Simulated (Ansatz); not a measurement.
Species: CH4B, net charge 0, doublet state. It need not be the lowest isomer of its formula. SMILES: [CH2]B
Geometry from a B3LYP-D3(BJ)/def2-TZVP (Ansatz, a first-principles code) optimisation:
```xyz
6

B      0.8067     0.0823     0.0093
C     -0.7079    -0.0722    -0.0081
H      1.5076    -0.8176    -0.3399
H      1.3034     1.1043     0.3723
H     -1.2154    -0.8892    -0.5127
H     -1.3813     0.6243     0.4828
```
Charge 0, spin multiplicity 2.

Computed values are from Ansatz. Correlated levels leave the core frozen unless marked. Open shells are spin-unrestricted. Spin-orbit coupling is left out. No relativistic terms. CBS(X,Y): correlation extrapolated as X^-3; Hartree-Fock from the larger set.

```
Property                                                              Result
---------------------  -----------------------------------------------------
atomisation energy De  2031.3 kJ/mol at CCSD(T)/CBS(def2-TZVPPD,def2-QZVPPD)
total energy             -65.1654 Eh at CCSD(T)/CBS(def2-TZVPPD,def2-QZVPPD)
dipole moment                                  1.11 D at CCSD(T)/aug-cc-pVDZ
T1 diagnostic                                      0.012 at CCSD/def2-QZVPPD
```
